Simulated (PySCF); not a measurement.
# Broadened absorption spectrum of C3H4BBr

Species: C3H4BBr.
Structure used (PBE0-D3(BJ)/def2-SVP), in Å, numbered top down from 1:
```
atom  x, y, z in Å
C1    -1.5622    0.2583    0.0897
C2    -0.1303    0.0474    0.1104
C3     1.0800   -0.1233    0.1209
B4     2.5640   -0.3452    0.1355
Br5    3.7558    1.0989   -0.2449
H6    -1.8142    1.3203    0.2331
H7    -2.0633   -0.3314    0.8729
H8    -1.9752   -0.0590   -0.8813
H9     3.0693   -1.4098    0.3786
```

Computed, not measured: TDDFT B3LYP/def2-SVPD, vertical, gas phase, core orbitals frozen in the response in PySCF 2.14.0, density-fitted response routines. Relativistic effects, spin–orbit coupling among them, are left out although an element past zinc is present.

Computed states:

```json
{"state": "S1", "E (eV)": "3.93", "f": "0.0001"}
{"state": "S2", "E (eV)": "4.34", "f": "0.0003"}
{"state": "S3", "E (eV)": "4.96", "f": "0.186"}
{"state": "S4", "E (eV)": "6.05", "f": "0.048"}
{"state": "S5", "E (eV)": "6.52", "f": "0.0010"}
{"state": "S6", "E (eV)": "6.79", "f": "0.029"}
{"state": "S7", "E (eV)": "6.86", "f": "0.0089"}
{"state": "S8", "E (eV)": "6.87", "f": "0.0003"}
{"state": "S9", "E (eV)": "7.21", "f": "0.0005"}
{"state": "S10", "E (eV)": "7.29", "f": "0.387"}
```

Each state is given a Gaussian of 0.25 eV full width at half maximum, with ε(max) = 2.175×10⁸ f / Δν̃ (Δν̃ the width in cm⁻¹). The width is an assumption, not a result. The curve ends short of the highest state used, and states not computed would add to its high-energy end.

(1) Give the broadened spectrum and its maxima.

(2) On this curve, what absorbance would a 10⁻⁴ mol/L sample give at 248 nm over a 1 cm path?

(3) Coming from long wavelengths, where does ε first pass 100 L mol⁻¹ cm⁻¹?

## Answers

(1) 
(E (eV), ε (L mol⁻¹ cm⁻¹)): (3.56, 0), (3.63, 0), (3.70, 1), (3.78, 4), (3.85, 9), (3.92, 12), (4.00, 10), (4.07, 7), (4.14, 9), (4.21, 19), (4.29, 34), (4.36, 36), (4.43, 25), (4.51, 12), (4.58, 31), (4.65, 253), (4.72, 1427), (4.80, 6077), (4.87, 13549), (4.94, 19558), (5.02, 17471), (5.09, 9934), (5.16, 3657), (5.24, 685), (5.31, 99), (5.38, 9), (5.45, 1), (5.53, 0), (5.60, 1), (5.67, 9), (5.75, 102), (5.82, 521), (5.89, 1727), (5.96, 3708), (6.04, 5213), (6.11, 4409), (6.18, 2414), (6.26, 718), (6.33, 176), (6.40, 83), (6.48, 144), (6.55, 340), (6.62, 957), (6.69, 2229)

Maxima: 315 nm (3.93 eV), ε about 12, made up of S1 (100%); 286 nm (4.34 eV), ε about 37, made up of S2 (100%); 250 nm (4.96 eV), ε about 20000, made up of S3 (100%); 205 nm (6.05 eV), ε about 5200, made up of S4 (100%) (ε in L mol⁻¹ cm⁻¹; maxima over ε = 5, shares over 10%). At its high-energy end, 6.69 eV, the curve is still rising (ε about 2200, from S6 and S7).

(2) 248 nm is 4.999 eV, where ε is about 19000 L mol⁻¹ cm⁻¹, so A = ε c l ≈ 1.9 (Beer–Lambert, with the gas-phase spectrum and the assumed width).

(3) At about 268 nm (4.62 eV), 0.69 eV above S1.

The vertical ionisation energy (ΔSCF) is 9.94 eV, 2.64 eV above S10.
